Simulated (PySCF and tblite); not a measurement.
The numbers below are computed, except where a source is named.
Conformer ensemble of C₄H₁₁ClSi₂, numbered as in [Cl:1][SiH:2]1[CH2:3][CH2:4][SiH2:5][CH2:6][CH2:7]1

Conformers came from 60 starts (ETKDG and KDG, MMFF94s, GFN2-xTB); geometries are GFN2-xTB. Energies: PBE0-D3(BJ)/pcSseg-1, with GFN2-xTB thermal terms (modes under about 100 cm⁻¹ blended into free rotors). Symmetry numbers and mirror images are counted. Conformers within 3 kcal/mol (GFN2-xTB free energy) were kept, 10 at most. GIAO shieldings: PBE0/pcSseg-1. Shifts are against TMS (¹H), TMS (¹³C), TMS (²⁹Si) at the same level; of two unlike H on one atom, a is the less shielded. Run with PySCF (density fitting) and tblite.

The 6-ring runs over atoms 2–3–4–5–6–7. Of a mirror pair one member is shown.

| conformer | shape | symmetry | E(GFN2) kcal/mol | E(DFT) kcal/mol | G(298.15 K) kcal/mol | weight % | dipole D |
| --- | --- | --- | --- | --- | --- | --- | --- |
| 1 | 6-ring chair (Cl1 axial) | Cs | 0.86 | 0.00 | 0.00 | 68.2 | 1.48 |
| 2 | 6-ring chair (all substituents equatorial) | Cs | 0.00 | 0.75 | 0.59 | 25.1 | 1.74 |
| 3 | 6-ring twist-boat (ring torsions 64, -34, -33, 64, -34, -33°) | C1 (pair) | 1.64 | 2.04 | 1.37 | 6.7 | 1.62 |

Weights (%) against temperature:

```
 T (K)     1     2     3  S(mix) cal/mol/K
   200  82.0  16.5   1.5              1.06
   250  74.6  21.6   3.8              1.39
298.15  68.2  25.1   6.7              1.66
   350  62.3  27.5  10.2              1.90
   400  57.5  29.0  13.5              2.07
```

Averaged shifts at 298.15 K. ¹H: 5.15 (H2, 1H), 4.10 (H5a, 1H), 4.05 (H5b, 1H), 1.35 (H3a/H7a, 2H), 1.20 (H4a/H6a, 2H), 1.08 (H3b/H7b, 2H), 1.01 (H4b/H6b, 2H) ppm. ¹³C: 15.7 (C3/C7), 5.3 (C4/C6) ppm. ²⁹Si: 4.1 (Si2), -44.4 (Si5) ppm.

Coordinates of conformer 1 (Å):

```xyz
18

Cl    0.110    1.897    2.257
Si    0.239    1.678    0.244
C    -1.391    0.939   -0.408
C    -1.641   -0.484    0.105
Si   -0.233   -1.684   -0.341
C     1.382   -0.951    0.350
C     1.653    0.469   -0.162
H     0.489    3.002   -0.331
H    -1.367    0.924   -1.499
H    -2.231    1.580   -0.131
H    -2.590   -0.850   -0.294
H    -1.759   -0.452    1.190
H    -0.484   -3.000    0.257
H    -0.134   -1.809   -1.804
H     1.332   -0.929    1.441
H     2.227   -1.594    0.097
H     1.796    0.434   -1.243
H     2.593    0.835    0.259
```

Unscaled ²⁹Si shifts at such levels can be off by tens of ppm; differences between conformers or isomers are more reliable. Shifts are unscaled: against experiment ¹³C can be off by 15 ppm or more and ¹H by 0.8 ppm.

Search and properties took 79 s on 1 thread of Arm Neoverse V2, shared host (rough), launched as `OMP_NUM_THREADS=1 python ens_run.py task.json out`.


Conformer gaps in pcSseg-1 on xTB geometries can be 2 kcal/mol off for S=O, P=O and other polar bonds.